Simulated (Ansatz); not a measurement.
`CBC[SiH2]F` → `CBCF` + `[SiH2]` at 600 K and 1 bar (silylene formation by 1,1-elimination).

Isolated molecules relaxed with PBE0-D4/def2-TZVP in Ansatz; ΔE leaves out vibrations. CBS: MP2 limit from def2 TZ/QZ plus the TZ coupled-cluster correction, frozen cores. This one scheme is used for every species. One conformer a species, not always the lowest.

```csv
species,CCSD(T)/CBS energy (Eh),H − E (kJ/mol),S (J/(mol·K))
`CBC[SiH2]F`,-494.66261,322.4,477.5
`CBCF`,-204.28650,255.6,384.9
`[SiH2]`,-290.19011,52.1,233.9
```

H − E and S are ideal-gas, rigid-rotor, harmonic terms from PBE0-D4/def2-TZVP, for one conformer and one mirror image of each species. 1 Eh = 2625.50 kJ/mol, R = 8.31446 J/(mol·K).

Question: By hand: ΔE, ΔH, ΔS and ΔG.

Answer: ΔE = (-204.28650) + (-290.19011) − (-494.66261) = 0.18600 Eh = 488.3 kJ/mol. Δ(H − E) = 255.6 + 52.1 − 322.4 = -14.7, so ΔH = 473.6 kJ/mol. ΔS = 384.9 + 233.9 − 477.5 = 141.3 J/(mol·K). ΔG = 473.6 − 600 × (141.3)/1000 = 388.8 kJ/mol.

Question: By hand: the equilibrium constant, and the temperature at which ΔG would vanish if ΔH and ΔS stayed fixed.

Answer: log₁₀ K = −ΔG/(RT ln 10) = -33.8. ΔG = 0 at ΔH/ΔS = 3352 K, far beyond where these terms or the molecules hold.

The number of gas molecules changes by +1, which sets the sign of ΔS. A doubt of 5 kJ/mol in ΔE shifts log₁₀ K by 0.4 here. Other conformers and mirror images would add mixing entropy, several J/(mol·K) or more a flexible species. Modes under 60 cm⁻¹, often nearly free rotors, make the harmonic entropy too high. These are equilibria of isolated gas molecules and say nothing of rates. Largest T1 diagnostic: 0.014 (customary marks: 0.02 for closed shells, 0.045 for open ones).
